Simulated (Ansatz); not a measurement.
CH6ClNSi (SMILES C[SiH](N)Cl): the energy to break a bond

The species is CH6ClNSi (10 atoms), meant as a singlet with charge 0. As SMILES, `C[SiH](N)Cl`. The shape was relaxed beforehand at B3LYP/def2-SVP. This is one conformer, not always the lowest.

```xyz
10

C    -0.9333    0.9665   -0.4323
Si   -0.0575   -0.6467   -0.0732
N     1.2067   -0.3809    1.0682
Cl    0.6120   -1.4052   -1.9262
H    -1.7406    0.8167   -1.1658
H    -1.3671    1.3851    0.4901
H    -0.2331    1.7064   -0.8535
H    -0.9477   -1.6954    0.4869
H     1.8645    0.3809    0.9233
H     1.6792   -1.1785    1.4854
```

Wanted: the dissociation energy of the Si2–C1 bond into doublet SiNH3Cl and doublet CH3 (shapes relaxed at B3LYP/def2-SVP, no zero-point term). 1 Eh = 2625.50 kJ/mol = 27.2114 eV. Totals in Eh; open shells run unrestricted unless said.

```
                                             level  program     CH6ClNSi  doublet SiNH3Cl  doublet CH3
                                       HF/def2-SVP   Ansatz  -844.034500      -804.385289   -39.532740
                                    B3LYP/def2-SVP   Ansatz  -845.980696      -806.026650   -39.809409
MP2/def2-SVP, 12 core orbitals frozen in the whole   Ansatz  -844.581452      -804.768386   -39.659370
```

**Question.** Work out the dissociation energy at each level.

**Answer.** 
1. HF/def2-SVP: (-804.385289) + (-39.532740) − (-844.034500) = 0.116471 Eh = 305.8 kJ/mol = 3.17 eV.
2. B3LYP/def2-SVP: (-806.026650) + (-39.809409) − (-845.980696) = 0.144637 Eh = 379.7 kJ/mol = 3.94 eV.
3. MP2/def2-SVP: (-804.768386) + (-39.659370) − (-844.581452) = 0.153696 Eh = 403.5 kJ/mol = 4.18 eV.

The levels span 306 to 404 kJ/mol; no measured value is set beside them. Hartree–Fock lacks the correlation of the bonding electrons, so it comes out low. A bond enthalpy at 298 K also holds the loss of zero-point energy and thermal terms.
